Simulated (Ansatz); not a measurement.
```yaml
crystal:
  periodic: [false, false, false]
  atoms:
    - {symbol: Sn, position_ang: [-0.069077, -0.007017, 0.048957]}
    - {symbol: I, position_ang: [-0.041984, -0.180805, 2.716713]}
    - {symbol: I, position_ang: [2.585829, 0.065553, -0.845946]}
    - {symbol: I, position_ang: [-1.326679, 2.209790, -0.926001]}
    - {symbol: I, position_ang: [-1.184454, -2.256187, -0.932929]}
basis:
  gaussian: {orbitals: def2-SVP}
hamiltonian: {xc: {name: r2SCAN0}}
output: {forces: true}
```

```sh
$ ansatz run in.yaml --threads 4 --pin off --events-out ev --progress --plain --max-ram 8704MiB
```

It prints (some lines left out):

```
Functional definition: r2SCAN0
1678 factors; integrals over basis functions are off by at most 1.4e-4 eV
mean field evaluation 1: about -38250.1354 eV, gradient 1.6e1 eV
mean field evaluation 2: about -38248.8587 eV, gradient 2.7e1 eV
mean field evaluation 4: about -38251.0338 eV, gradient 4.9e-1 eV
mean field evaluation 8: about -38251.0956 eV, gradient 5.8e-2 eV
mean field evaluation 16: about -38251.0957 eV, gradient 6.0e-5 eV
mean field -38251.09565608 eV, -1405.7018378372 hartree, gradient 6.0e-5 eV, S^2 0.000000; 0 other end points of the search recorded, 0 dependent functions left out
reference -38251.09566379 eV, -1405.7018381203 hartree; 61, 61 occupied and 69, 69 virtual orbitals, 1678 factors
Total energy: -38251.09566379 eV, -1405.7018381203 hartree
Atom 0 at    -0.069077    -0.007017     0.048957 Å, force     0.722165     0.135438    -0.604831 eV/Å
Atom 1 at    -0.041984    -0.180805     2.716713 Å, force    -0.048432     0.095817    -0.086804 eV/Å
Atom 2 at     2.585829     0.065553    -0.845946 Å, force    -0.975065    -0.001414     0.334857 eV/Å
Atom 3 at    -1.326679     2.209790    -0.926001 Å, force     0.238377    -0.487224     0.278159 eV/Å
Atom 4 at    -1.184454    -2.256187    -0.932929 Å, force     0.062956     0.257384     0.078619 eV/Å
Dipole moment:    -0.127010     0.003002     0.086852 e Å
```

Run time 3.8 s (4 threads of Intel Xeon 6975P-C on a shared host).

In the def2 sets I, Sn take a core potential; there is no spin–orbit coupling.
